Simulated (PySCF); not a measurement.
Cr(CO)6, SMILES [Cr](<-[C-]#[O+])(<-[C-]#[O+])(<-[C-]#[O+])(<-[C-]#[O+])(<-[C-]#[O+])<-[C-]#[O+], B3LYP/def2-SVP optimised geometry.

```
13

Cr     0.00     0.00     0.00
O     -3.06     0.00     0.00
C     -1.92     0.00     0.00
O      0.00    -3.06     0.00
C      0.00    -1.92     0.00
O      0.00     3.06     0.00
C      0.00     1.92     0.00
O      3.06     0.00     0.00
C      1.92     0.00     0.00
O      0.00     0.00    -3.06
C      0.00     0.00    -1.92
O      0.00     0.00     3.06
C      0.00     0.00     1.92
```

Density from B3LYP/def2-TZVP (PySCF) at that geometry.

Minimum of the electron density along straight lines between bonded atoms, close to the bond critical point (lines longer than 1.1 times the sum of covalent radii, or with two minima, are not listed):

```
bond     length / Å  ρ at the minimum / e bohr⁻³  ∇²ρ there / e bohr⁻⁵  position (fraction from the first atom)
-------  ----------  ---------------------------  --------------------  ---------------------------------------
Cr1–C3        1.918                        0.109                  0.51                                     0.49
O2–C3         1.145                        0.487                  0.50                                     0.66
Cr1–C5        1.918                        0.109                  0.51                                     0.49
O4–C5         1.145                        0.487                  0.50                                     0.66
Cr1–C7        1.918                        0.109                  0.51                                     0.49
O6–C7         1.145                        0.487                  0.50                                     0.66
Cr1–C9        1.918                        0.109                  0.51                                     0.49
O8–C9         1.145                        0.487                  0.50                                     0.66
Cr1–C11       1.918                        0.109                  0.51                                     0.49
O10–C11       1.145                        0.487                  0.50                                     0.66
Cr1–C13       1.918                        0.109                  0.51                                     0.49
O12–C13       1.145                        0.487                  0.50                                     0.66
```
